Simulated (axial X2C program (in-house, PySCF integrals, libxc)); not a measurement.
## Photoelectron levels of GaS⁻ by EOM-IP-CCSD

Calculated with an in-house all-electron X2C program for linear molecules (integrals from PySCF): two-component X2C with atomic mean-field Coulomb and Gaunt terms, Gaussian nuclei, basis Ga dyall-acv3z, S dyall-av3z with contracted cores.

R = 2.131 Å (near the PBE0 minimum at charge -1 of the determinant lowest at the starting distance; the state shown can have its own minimum elsewhere).

Hartree–Fock spinors of GaS⁻ (one of each Kramers pair; a window near the gap, which can cut inner shells):

```
  ω  occupied  ε (eV)                    character
3/2       yes  -25.96                    100% Ga d
1/2       yes  -17.88   68% S s, 11% Ga p, 8% Ga s
1/2       yes   -7.52    50% S p, 38% Ga s, 6% S s
1/2       yes   -3.68   76% S p, 12% Ga p, 7% Ga d
3/2       yes   -3.62   76% S p, 12% Ga p, 7% Ga d
1/2       yes   -2.85  36% Ga p, 30% S p, 26% Ga s
1/2        no    2.96                     99% Ga p
3/2        no    2.96                     99% Ga p
1/2        no    2.96            91% Ga p, 7% Ga s
1/2        no    3.77    78% Ga s, 9% Ga p, 8% S p
1/2        no    5.57   49% Ga p, 41% Ga d, 6% S p
3/2        no    5.58   48% Ga p, 41% Ga d, 6% S p
```

Vertical detachment energies of GaS⁻ to the states of GaS:

```json
{"Ω of GaS": "1/2", "vertical detachment energy (eV)": "2.748", "above lowest (cm⁻¹)": "0", "ionised spinor": "35% Ga pσ, 35% S pσ, 22% Ga sσ", "one-hole weight": "0.94"}
{"Ω of GaS": "3/2", "vertical detachment energy (eV)": "3.175", "above lowest (cm⁻¹)": "3448", "ionised spinor": "76% S pπ, 12% Ga pπ, 7% Ga dπ", "one-hole weight": "0.92"}
{"Ω of GaS": "1/2", "vertical detachment energy (eV)": "3.216", "above lowest (cm⁻¹)": "3775", "ionised spinor": "76% S pπ, 12% Ga pπ, 7% Ga dπ", "one-hole weight": "0.92"}
{"Ω of GaS": "1/2", "vertical detachment energy (eV)": "6.686", "above lowest (cm⁻¹)": "31763", "ionised spinor": "44% S pσ, 41% Ga sσ, 6% S sσ", "one-hole weight": "0.84"}
```

(1) How far does the lowest EOM-IP-CCSD energy lie from the Koopmans value −ε of the highest filled spinor?

(2) Take the first Ω = 1/2 and Ω = 3/2 rows of π character: how far apart are they, and which lies lower?

This point took 35 s on 1 thread of Arm Neoverse N1, on a shared host.

Reference electrons by ω block (each with its −ω partner): 1/2: 17, 3/2: 6, 5/2: 1. 20 electrons of GaS⁻ correlated (inner shells frozen), 82 natural virtual spinors (a truncated set); levels can be off by some tenths of an eV. Roots sought by Ω: (1/2: 4, 3/2: 3, 5/2: 1); the list ends where they run out and leaves out roots under 60 % one-particle weight. The solver can skip a root, and states that need a further excitation, which the method places far too high, are missing though they may lie low or lowest. T1 of the reference 0.016 (Lee–Taylor). Number of frozen shells: Ga 3 s, 2 p; S 2 s, 1 p.

Answers

(1) 2.748 eV against 2.85 eV, a shift of -0.10 eV: relaxation of the final state lowers the energy and the loss of correlation raises it.

(2) E(3/2) − E(1/2) = 3448 − 3775 = -327 cm⁻¹ at EOM-IP-CCSD: inverted, Ω = 3/2 lower. Splittings at this level can be off by ten to twenty per cent.
